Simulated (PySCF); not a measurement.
Compound: C3H7BrOSi.
SMILES with atom numbers: `[CH2:1]=[C:2]([Br:3])[CH2:4][SiH2:5][OH:6]` (hydrogens: H7, H8 on C1; H9, H10 on C4; H11, H12 on Si5; H13 on O6)

Method: PySCF 2.14.0, PBE0-D3(BJ)/def2-SVP geometry optimisation, gas phase; density fitting, grid level 1; the optimiser is geomeTRIC in internal coordinates, started from a GFN2-xTB structure with every atom displaced at random (about 0.01 Å).

At the end of the run (lengths in Å): C2–C4 1.487, C1–H7 1.093, C4–Si5 1.901, Si5–H11 1.489, Si5–O6 1.661, C4–H10 1.104, C2–Br3 1.916, C1–C2–C4 127.6°, C2–C4–Si5 114.0°, C1–C2–Br3 118.3°, C4–Si5–O6 111.9°, C1–C2–C4–Si5 109°, C2–C4–Si5–O6 71°, H9–C4–C2–C1 -129°, H13–O6–Si5–C4 -46°.

Task: These geometries were met on the way; a selection of coordinates is given. Order them by energy above the end point, lowest first.
A. C2–C4 1.487, C1–H7 1.092, C4–Si5 1.901, Si5–H11 1.489, Si5–O6 1.659, C4–H10 1.103, C2–Br3 1.916, C1–C2–C4 127.6°, C2–C4–Si5 114.3°, C1–C2–Br3 118.2°, C4–Si5–O6 111.8°, C1–C2–C4–Si5 108°, C2–C4–Si5–O6 70°, H9–C4–C2–C1 -130°, H13–O6–Si5–C4 -40°
B. C2–C4 1.443, C1–H7 1.051, C4–Si5 1.940, Si5–H11 1.454, Si5–O6 1.627, C4–H10 1.079, C2–Br3 1.936, C1–C2–C4 126.1°, C2–C4–Si5 112.6°, C1–C2–Br3 119.3°, C4–Si5–O6 111.8°, C1–C2–C4–Si5 103°, C2–C4–Si5–O6 67°, H9–C4–C2–C1 -139°, H13–O6–Si5–C4 -36°
C. C2–C4 1.492, C1–H7 1.103, C4–Si5 1.903, Si5–H11 1.491, Si5–O6 1.657, C4–H10 1.105, C2–Br3 1.909, C1–C2–C4 128.2°, C2–C4–Si5 113.9°, C1–C2–Br3 118.1°, C4–Si5–O6 111.1°, C1–C2–C4–Si5 110°, C2–C4–Si5–O6 70°, H9–C4–C2–C1 -129°, H13–O6–Si5–C4 -39°

Result: A (0.002 eV), C (0.014 eV), B (0.196 eV).

| step | E above end (eV) | rms distance from the end, all atoms (Å) | largest force (eV/Å) | rms shift of all bonds from the end (Å) |
| --- | --- | --- | --- | --- |
| 3 | 0.002 | 0.021 | 0.070 | 0.001 |
| 1 | 0.014 | 0.036 | 0.525 | 0.004 |
| 0 | 0.196 | 0.101 | 2.651 | 0.028 |

Rows stand in the order of the answer.
